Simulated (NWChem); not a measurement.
C$_{2}$H$_{6}$AlClO; SMILES CC[O][AlH][Cl]

```xyz
11

Al    -0.6064    -0.4915    -0.0136
H     -2.1597    -0.1871    -0.0084
Cl     0.0661    -2.4910    -0.0103
O      0.6176     0.6873    -0.0240
C      0.8613     2.0709    -0.0173
C     -0.4017     2.9231     0.0333
H      1.5125     2.3121     0.8550
H      1.4543     2.3317    -0.9248
H     -0.9931     2.7075     0.9477
H     -0.1481     4.0029     0.0392
H     -1.0502     2.7306    -0.8468
```
Atoms are numbered in this order, from 1.

All runs use the structure optimised with PBE-D3(BJ)/def2-SVP.

 Unshifted, non-relativistic core excitations; the lowest 4 roots alone, so stronger bands may lie above.

Q: List the first O K-edge excitations from B3LYP/6-311G** (spherical d), restricted-window TDA (NWChem).

A: 
```json
[
 {"state": "S1", "energy (eV)": "517.6", "dipole oscillator strength": "0.0104", "leading excitation (squared amplitude)": "1s of atom 4 or its equivalents → LUMO (0.99)"},
 {"state": "S2", "energy (eV)": "518.4", "dipole oscillator strength": "0.0034", "leading excitation (squared amplitude)": "1s of atom 4 or its equivalents → LUMO+1 (0.97)"},
 {"state": "S3", "energy (eV)": "519.6", "dipole oscillator strength": "0.0029", "leading excitation (squared amplitude)": "1s of atom 4 or its equivalents → LUMO+2 (0.97)"},
 {"state": "S4", "energy (eV)": "520.6", "dipole oscillator strength": "0.0016", "leading excitation (squared amplitude)": "1s of atom 4 or its equivalents → LUMO+4 (0.94)"}
]
```
